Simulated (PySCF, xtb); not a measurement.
VCl3, SMILES [Cl][V]([Cl])[Cl] (connectivity only; charge and spin as stated), neutral, multiplicity 3.

Harmonic wavenumbers (cm⁻¹) from GFN2-xTB in xtb at its own minimum, in rising order: 90, 91, 117, 352, 437, 445.

Problem. What does r2SCAN-D4/def2-SVP (PySCF 2.14.0) give at its own minimum? (An estimate is asked for; the answer gives what the named calculation found.)

Solution. 83, 95, 114, 358, 465, 508. Paired by order, the mean absolute difference is 19 cm⁻¹ and the zero-point energies are 2.2 and 2.3 kcal/mol.
